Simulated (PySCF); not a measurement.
Compound: AsP3SeOO nortricyclane, AsO₂P₃Se.
Bonds: As1–Se2, As1–O5, As1–O7, Se2–P3, P3–P4, P3–P6, P4–O5, P4–P6, P6–O7.

Method used: TDDFT wB97X-D/def2-SVPD, vertical, gas phase, core orbitals frozen in the response (PySCF). Geometry: PBE0-D3(BJ)/def2-SVP, one conformer, isolated molecule. Relativistic effects, spin–orbit coupling among them, are left out although an element past zinc is present.

```
state  E (eV)  λ (nm)  ν̃ (cm⁻¹)       f  symmetry   main configurations (H = HOMO, L = LUMO)
   S1    3.68   336.9      29680  0.0034        A″                                  H→L (97%)
   S2    4.01   309.5      32310  0.0002         –                                H-1→L (97%)
   S3    4.61   269.1      37170  0.0000         –                                H→L+1 (81%)
   S4    4.89   253.7      39420  0.0019         –      H-3→L (63%), H→L+4 (20%), H→L+1 (12%)
   S5    4.95   250.3      39950   0.013        A′                                H→L+2 (81%)
   S6    5.08   244.3      40940  0.0046        A′                                H-2→L (89%)
   S7    5.27   235.3      42500  0.0005         –                              H-1→L+2 (82%)
   S8    5.27   235.1      42530  0.0063        A′                 H-1→L+1 (48%), H→L+3 (24%)
   S9    5.41   229.0      43660   0.013        A′    H→L+3 (46%), H-1→L+1 (25%), H→L+5 (21%)
  S10    5.45   227.5      43970  0.0003         –  H-1→L+3 (66%), H→L+6 (13%), H-1→L+5 (12%)
```

Triplets, Tamm–Dancoff:

| state | E (eV) | λ (nm) | main configurations (H = HOMO, L = LUMO) |
| --- | --- | --- | --- |
| T1 | 3.34 | 371.6 | H→L (96%) |
| T2 | 3.65 | 340.1 | H-1→L (94%) |
| T3 | 4.30 | 288.1 | H→L+1 (70%), H-3→L (10%) |
| T4 | 4.35 | 284.7 | H→L+3 (71%), H→L+2 (13%) |

The lowest singlet comes at 337 nm (355 kJ/mol) in the ultraviolet; it is very weak; its leading configuration is HOMO→LUMO (97%). The largest oscillator strength of a single state is 0.013. S7/S8 lie within about 0.01 eV of each other. Löwdin shares by element: HOMO phosphorus 55%, selenium 32%; LUMO phosphorus 59%, selenium 26%. Of the 10 states listed, 2 reach f = 0.01 and 4 stay under 0.0005. The oscillator strengths of these states sum to 0.044; summed over the whole spectrum of an exact calculation they would give the number of electrons, 128 (Thomas–Reiche–Kuhn). The listed states span 1.77 eV, and the widest gap between neighbours is 0.60 eV (S2 to S3). No computed singlet lies in the visible range (380 to 750 nm); the lowest, at 337 nm, stands 0.42 eV above its violet end (3.26 eV). The vertical ionisation energy (ΔSCF) is 8.77 eV, 3.32 eV above S10. Symmetry labels in Cs follow from the direction of the transition dipole and are given only for states with f of 0.002 or more. Only the lowest 10 singlets were computed, as vertical energies without vibronic structure.
